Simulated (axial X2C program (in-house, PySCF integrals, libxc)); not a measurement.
CoB: a run with one poor setting

Computed with an axial X2C code built on PySCF integrals. Two-component (2c) means X2C with spin–orbit coupling and atomic mean-field two-electron Coulomb and Gaunt terms. Basis: Co dyall-v3z [9s10p6d3f2g], B dyall-v3z [7s6p2d1f] (cores contracted in-house); Gaussian nuclei, density fitting, unrestricted open shells. Masses: Co 58.933 u, B 11.009 u.

One setting of this run was spoiled on purpose, so its numbers are not properties of CoB. Level: BP86, two-component; state Ω = 3 (⟨Sz⟩ = 1.00, ⟨Lz⟩ = 2.00 at BP86).

```
R (Å)  E − E(lowest point) (eV)  SCF iterations
1.455                    0.8194              42
1.522                    0.3616              40
1.572                    0.1560              38
1.622                    0.0414              38
1.672                    0.0000              11
1.730                    0.0259              39
1.789                    0.1103              38
1.864                    0.2716              42
1.956                    0.5068              44
2.090                    0.8634              43
```

Fit: Re 1.680 Å, ωe 815.1 cm⁻¹, residual 3.6 microhartree, De 4.25 eV.

Output at the reference distance:

```
two-component X2C + atomic mean field  BP86
basis functions 150  fitting functions 874  grid points 1064
iter        total energy     max residual
   1      -1417.929579827     8.94e-02
   2      -1417.932387146     5.81e-02
   3      -1417.936758600     1.50e-02
   4      -1417.937510229     1.21e-02
   5      -1417.937725317     5.74e-03
   6      -1417.937854729     1.95e-03
   7      -1417.937861526     4.60e-04
   8      -1417.937864854     1.75e-04
   9      -1417.937864984     4.00e-05
  10      -1417.937865028     3.90e-05
  11      -1417.937865037     4.74e-06
converged
one-electron -2046.54873599  Coulomb 650.46957434  exact exchange 0.00000000  xc functional -64.18891474  nuclear repulsion 42.72662887  atomic mean-field constant -0.39641752
```

Question: Which setting was spoiled?
A. virtual space cut too low
B. integration grid too coarse
C. density fitting set too sparse
D. an excited determinant was followed
E. too few iterations allowed

Answer: B. Integration grid too coarse: 45 radial and 14 angular points an atom against the usual 100 and 30 (atoms up to Ar take three quarters of the radial points).
